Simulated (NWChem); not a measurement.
# C$_{3}$HFO$_{3}$; SMILES O=C1OC(=CF)O1

```xyz
8

O      0.3038     2.6032     0.0000
C      0.0975     1.4513     0.0000
O      0.9212     0.3484     0.0000
C     -0.2322    -0.3922     0.0000
C     -0.5017    -1.6891     0.0000
F      0.4590    -2.5995     0.0000
O     -1.0592     0.7048     0.0000
H     -1.5277    -2.0600     0.0000
```
Atoms are numbered in this order, from 1.

Computed with NWChem. Pople sets run with spherical d functions. STO-3G and 3-21G are far too small for this property and stand as cheap habits. The geometry was optimised at PBE0/def2-SVP. GIAO values for the isolated, static molecule; σ is the absolute isotropic shielding, δ = σ(reference) − σ with the isolated reference molecule computed at the same levels (13C: tetramethylsilane, 19F: trichlorofluoromethane, 1H: tetramethylsilane, 17O: water).

For level Hartree-Fock/STO-3G:

```yaml
"δ O1 (ppm)": 346.4
"δ C2 (ppm)": 121.7
"δ O3 (ppm)": 142.9
"δ C5 (ppm)": 103.7
"δ F6 (ppm)": -44.9
"δ O7 (ppm)": 139.8
"δ H8 (ppm)": 5.29
```

Task: Estimate the same quantities for level B3LYP/6-31G*.

Result: 
| Item | Result |
|---|---|
| δ O1 (ppm) | 273.7 |
| δ C2 (ppm) | 130.8 |
| δ O3 (ppm) | 220.7 |
| δ C5 (ppm) | 112.7 |
| δ F6 (ppm) | -192.5 |
| δ O7 (ppm) | 210.4 |
| δ H8 (ppm) | 6.30 |
